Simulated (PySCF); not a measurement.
C6H3F7O2. Atoms are numbered in the order given.

```xyz
18

C      4.1918     0.3377     0.0000
C      2.9819    -0.2470     0.0000
F      2.8257    -1.5761     0.0000
C      1.7187     0.5506     0.0000
O      1.6648     1.7619     0.0000
O      0.6241    -0.2760     0.0000
C     -0.6388     0.3709     0.0000
C     -1.3698    -0.0128     1.2976
F     -1.5976    -1.3335     1.3838
F     -2.5505     0.6313     1.3767
F     -0.6121     0.3544     2.3517
C     -1.3698    -0.0128    -1.2976
F     -2.5505     0.6313    -1.3767
F     -1.5976    -1.3335    -1.3838
F     -0.6121     0.3544    -2.3517
H      4.2492     1.4337     0.0000
H      5.1084    -0.2676     0.0000
H     -0.5004     1.4728     0.0000
```

The structure is a stationary point at PBE-D3(BJ)/def2-SVP. One conformer was computed; it need not be the lowest.

Level of theory: PBE0/pcSseg-1 (PySCF).

GIAO shieldings, no solvent; atoms listed in one row are averaged. δ = σ(ref) − σ: ¹³C against TMS (σ = 186.3 ppm); ¹⁹F against CFCl3 (σ = 167.2 ppm); ¹⁷O against H2O (σ = 334.2 ppm); ¹H against TMS (σ = 31.56 ppm), references at their B3LYP-D3(BJ)/def2-TZVP geometries, non-relativistic.

Computed chemical shifts:
```json
[
 {"nucleus": "¹³C", "atoms": "C4", "count": "1", "δ (ppm)": "169.8"},
 {"nucleus": "¹³C", "atoms": "C2", "count": "1", "δ (ppm)": "165.7"},
 {"nucleus": "¹³C", "atoms": "C8, C12", "count": "2", "δ (ppm)": "132.9"},
 {"nucleus": "¹³C", "atoms": "C1", "count": "1", "δ (ppm)": "121.7"},
 {"nucleus": "¹³C", "atoms": "C7", "count": "1", "δ (ppm)": "72.4"},
 {"nucleus": "¹⁹F", "atoms": "F9, F10, F11, F13, F14, F15", "count": "6", "δ (ppm)": "-83.8"},
 {"nucleus": "¹⁹F", "atoms": "F3", "count": "1", "δ (ppm)": "-122.4"},
 {"nucleus": "¹⁷O", "atoms": "O5", "count": "1", "δ (ppm)": "416.7"},
 {"nucleus": "¹⁷O", "atoms": "O6", "count": "1", "δ (ppm)": "201.9"},
 {"nucleus": "¹H", "atoms": "H16", "count": "1", "δ (ppm)": "6.94"},
 {"nucleus": "¹H", "atoms": "H17", "count": "1", "δ (ppm)": "6.39"},
 {"nucleus": "¹H", "atoms": "H18", "count": "1", "δ (ppm)": "6.23"}
]
```
